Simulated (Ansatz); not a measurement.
```yaml
crystal:
  periodic: [false, false, false]
  atoms:
    - {symbol: C, position_ang: [-1.231482, 0.751584, 0.966647]}
    - {symbol: Ge, position_ang: [0.577838, 0.348837, 0.375325]}
    - {symbol: C, position_ang: [0.522746, -1.162838, -0.903581]}
    - {symbol: N, position_ang: [0.944964, -1.276177, -2.071120]}
    - {symbol: F, position_ang: [-0.107096, -2.232028, -0.372984]}
    - {symbol: H, position_ang: [-1.218341, 1.560052, 1.698345]}
    - {symbol: H, position_ang: [-1.671708, -0.133434, 1.426756]}
    - {symbol: H, position_ang: [-1.847632, 1.052061, 0.118981]}
    - {symbol: H, position_ang: [1.477616, -0.062984, 1.550917]}
    - {symbol: H, position_ang: [1.219675, 1.517719, -0.392744]}
    - {symbol: H, position_ang: [1.398821, -0.419693, -2.375942]}
basis:
  gaussian: {orbitals: def2-SVP}
hamiltonian: {xc: {name: HSE06}, dispersion: d3bjatm}
accuracy: high
```

```sh
$ ansatz run in.yaml --threads 4 --pin off --events-out ev --progress --plain --max-ram 10444MiB
```

Shortened log:

```
Functional definition: HSE06
2717 factors; integrals over basis functions are off by at most 1.1e-8 eV
105 factors; integrals over basis functions are off by at most 2.6e-9 eV
mean field evaluation 1: about -62861.8735 eV, gradient 6.2e1 eV
mean field evaluation 2: about -62850.8746 eV, gradient 9.0e1 eV
mean field evaluation 4: about -62869.9075 eV, gradient 5.1e0 eV
mean field evaluation 8: about -62870.1948 eV, gradient 4.6e-1 eV
mean field evaluation 16: about -62870.1953 eV, gradient 1.9e-4 eV
mean field -62870.19525438 eV, -2310.4370606494 hartree, gradient 7.3e-8 eV, S^2 0.000000; 0 other end points of the search recorded, 0 dependent functions left out
reference -62870.19525766 eV, -2310.4370607702 hartree; 33, 33 occupied and 85, 85 virtual orbitals, 2717 factors
Total energy: -62870.34303657 eV, -2310.4424915449 hartree
```

It took 3.9 s on 4 threads of an Arm Neoverse V2 on a shared host, with 0.61 GiB of host memory at the peak.
